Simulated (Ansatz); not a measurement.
A made-up structure of H2TeS2, singlet:

S1  (-1.493, -0.910, 0.194)
S2  (-0.596, 0.929, 0.119)
Te3  (1.716, 0.622, -0.390)
H4  (2.533, 0.317, -1.838)
H5  (2.195, 0.381, 1.185)
(Å)

It is relaxed with PBE-D4/def2-SVP and then PBE0-D4/def2-TZVP (Ansatz 0.2.0). Atoms count as bonded within 1.22 times the sum of their covalent radii (H–H: 0.88 Å). The end point is not checked to be a true minimum.

Question: Does its bonding change? (Judge from chemistry; the calculation decides.)

Answer: The calculation gives: No: no bond forms or breaks.

Where it ends: The first stage lowers the energy by 1.72 eV in 10 steps. It ends as H₂TeS₂ ([S][S][TeH2]):
S1  (-1.129, -0.959, 0.114)
S2  (-0.680, 0.921, -0.078)
Te3  (1.844, 1.223, -0.302)
H4  (2.069, -0.019, -1.392)
H5  (2.251, 0.173, 0.928)
(Å)

Labels in which every atom is bracketed show which atoms are joined, not bond orders.

For scale, one of the runs: PBE0-D4/def2-TZVP relaxation, 136 basis functions, launched by `ansatz run in.yaml --threads 2 --pin off --events-out ev --progress --plain --max-ram 4352MiB`. Hardware: 2 CPU threads of an Arm Neoverse V2, shared host. Wall time about 35 s.
